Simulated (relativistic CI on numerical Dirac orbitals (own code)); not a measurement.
Electric-dipole lines of Gd L

Calculated at this level of theory: Dirac-Coulomb-Breit CI, orbitals from a KLI potential per configuration, model QED, unscaled Slater integrals (own radial code, finite nucleus).

CI space (outside the closed core [Ne]): 3s²3p³, 3s3p⁴, 3s²3p²3d, 3p⁵, 3s3p³3d, 3p⁴3d, 3s3p²3d², 3s²3p3d4p, 3p⁴4s, 3s3p²3d4s, 3p⁴4p, 3s²3p²4s, 3s²3p3d², 3s²3d³, 3s3p3d³, 3s²3d²4s, 3p³3d², 3p²3d³, 3p²3d²4s, 3s²3p3d4s, 3s3p3d²4s, 3s²3d4s², 3s3p²3d4p, 3s3p3d²4p, 3p²3d²4p, 3s3p3d4s4p. Double excitations out of closed p, d and f shells are left out; levels of such configurations are missing from the list, as are those of other unlisted configurations, and high levels can miss mixing partners.

```
λ vac (Å)                Lower                   Upper   A (s⁻¹)  E lower (eV)  E upper (eV)
   30.646   3s²3p²3d ²D3/2 [5]    3s²3p3d² ⁴F°3/2 [55]  2.18e+12       190.522       595.097
   30.743   3s²3p²3d ²D5/2 [6]    3s²3p3d² ⁴D°3/2 [66]  1.77e+12       240.731       644.022
   30.792  3s²3p²3d ²G7/2 [14]   3s²3p3d² ²G°7/2 [125]  1.11e+12       365.886       768.534
   30.842  3s²3p²3d ⁴D7/2 [16]   3s²3p3d² ⁴P°5/2 [138]  1.27e+12       396.591       798.594
   30.897   3s²3p²3d ²D3/2 [5]    3s²3p3d² ⁴D°1/2 [54]  1.49e+12       190.522       591.809
   31.115  3s²3p²3d ²D5/2 [15]   3s²3p3d² ²P°3/2 [132]  1.46e+12       390.779       789.247
   31.121    3s²3p³ ²P°3/2 [1]     3s²3p²3d ²P1/2 [18]  1.56e+12         0.000       398.389
   31.134    3s²3p³ ²P°3/2 [1]     3s²3p²3d ⁴P3/2 [17]  2.12e+12         0.000       398.232
   31.264    3s²3p³ ⁴S°3/2 [2]     3s²3p²3d ⁴P1/2 [45]  1.66e+12       166.439       563.013
   31.284   3s²3p²3d ²D5/2 [6]    3s²3p3d² ²F°7/2 [65]  1.04e+12       240.731       637.053
   31.306  3s²3p²3d ⁴D7/2 [16]   3s²3p3d² ⁴F°7/2 [134]  8.27e+11       396.591       792.632
   31.308  3s²3p²3d ²F7/2 [22]   3s²3p3d² ²G°9/2 [148]  7.98e+11       428.379       824.391
   31.324   3s²3p²3d ²D5/2 [6]    3s²3p3d² ⁴D°5/2 [64]  1.74e+12       240.731       636.548
   31.332    3s²3p³ ⁴S°3/2 [2]     3s²3p²3d ²D3/2 [44]  1.01e+12       166.439       562.153
   31.443  3s3p³3d ⁴F°7/2 [31]    3s3p²3d² ⁶D7/2 [191]  1.25e+12       499.120       893.438
   31.516    3s²3p³ ⁴S°3/2 [2]     3s²3p²3d ²D5/2 [42]  4.21e+11       166.439       559.836
   31.589      3s3p⁴ ⁴P5/2 [7]     3s3p³3d ⁴P°3/2 [85]  9.87e+11       306.047       698.533
   31.727    3s²3p³ ²P°3/2 [1]     3s²3p²3d ²D5/2 [15]  1.22e+12         0.000       390.779
   31.894    3s²3p³ ²P°1/2 [4]     3s²3p²3d ²D3/2 [49]  1.11e+12       189.495       578.232
   32.170    3s²3p³ ²D°5/2 [3]     3s²3p²3d ²D3/2 [44]  5.88e+11       176.748       562.153
   32.171      3s3p⁴ ⁴P5/2 [7]     3s3p³3d ⁴D°7/2 [81]  5.82e+11       306.047       691.437
   32.256      3s3p⁴ ⁴P5/2 [7]     3s3p³3d ⁴P°5/2 [80]  8.96e+11       306.047       690.427
   32.314    3s²3p³ ²D°5/2 [3]     3s²3p²3d ²F7/2 [43]  8.68e+11       176.748       560.438
   32.364    3s²3p³ ²D°5/2 [3]     3s²3p²3d ²D5/2 [42]  8.08e+11       176.748       559.836
   32.367  3s²3p²3d ²G9/2 [20]  3s²3p3d² ⁴G°11/2 [133]  6.34e+11       407.799       790.858
   32.623  3s²3p²3d ²G9/2 [20]   3s²3p3d² ⁴G°9/2 [131]  1.16e+12       407.799       787.851
   32.821  3s²3p²3d ²D5/2 [15]   3s²3p3d² ²G°7/2 [125]  8.58e+11       390.779       768.534
   33.298  3s²3p²3d ⁴P3/2 [17]   3s²3p3d² ⁴F°5/2 [126]  1.05e+12       398.232       770.584
   33.790   3s²3p²3d ²D3/2 [5]    3s²3p3d² ⁴G°5/2 [41]  6.32e+11       190.522       557.452
   35.982  3s²3p²3d ²G9/2 [20]    3s3p³3d ⁴D°7/2 [114]  6.88e+11       407.799       752.370
   35.996   3s²3p³ ²P°3/2 [11]        3s3p⁴ ²S1/2 [87]  1.66e+12       357.497       701.937
   36.066  3s²3p²3d ²G7/2 [14]     3s3p³3d ²F°5/2 [91]  8.56e+11       365.886       709.659
   36.274  3s²3p²3d ²G7/2 [14]     3s3p³3d ²G°7/2 [90]  5.24e+11       365.886       707.687
   36.314    3s²3p³ ²D°5/2 [3]        3s3p⁴ ²P3/2 [34]  7.56e+11       176.748       518.168
   36.823   3s²3p²3d ²D3/2 [5]     3s3p³3d ²F°5/2 [35]  4.13e+11       190.522       527.227
   37.409    3s²3p³ ²P°3/2 [1]         3s3p⁴ ²P3/2 [8]  3.19e+11         0.000       331.431
   37.698   3s²3p²3d ²D5/2 [6]     3s3p³3d ²F°7/2 [46]  2.99e+11       240.731       569.618
   38.505    3s²3p³ ²D°5/2 [3]        3s3p⁴ ²D5/2 [30]  4.30e+11       176.748       498.742
   38.941    3s²3p³ ⁴S°3/2 [2]        3s3p⁴ ⁴P3/2 [26]  4.14e+11       166.439       484.829
   39.494  3s²3p²3d ²G7/2 [14]     3s3p³3d ⁴G°9/2 [76]  2.90e+11       365.886       679.822
   46.972  3s²3p²3d ²F7/2 [43]   3s²3p3d² ²G°9/2 [148]  5.11e+11       560.438       824.391
   46.982   3s²3p³ ²P°3/2 [11]     3s²3p²3d ²D5/2 [63]  5.50e+11       357.497       621.396
   47.178    3s²3p³ ⁴S°3/2 [2]     3s²3p²3d ²D5/2 [23]  3.92e+11       166.439       429.240
   49.272    3s²3p³ ²D°5/2 [3]     3s²3p²3d ²F7/2 [22]  2.52e+11       176.748       428.379
   49.731      3s3p⁴ ²P3/2 [8]     3s3p³3d ²F°5/2 [51]  2.35e+11       331.431       580.739
```

Terms are leading LS components. Brackets give the number of a level in order of energy, since labels repeat. The list gives strong lines, with weight on those to low levels, without lines whose two gauges differ by over a factor of 2.5, among the lowest 200 of 3317 levels, so that lines to higher ones, which can be the strongest, are missing. Levels whose partners in the same complex of configurations lie outside the list can be far off, and so can their lines. Rates are taken at the computed energies, electric ones in the length gauge.

At this charge energies of transitions that change n are usually good to better than 1 %, and those within a shell (Δn = 0) to a few per cent.

LS names give the leading component of a level, which can be under half, so a name can repeat, a term be missing and a line seem to break the LS rules.
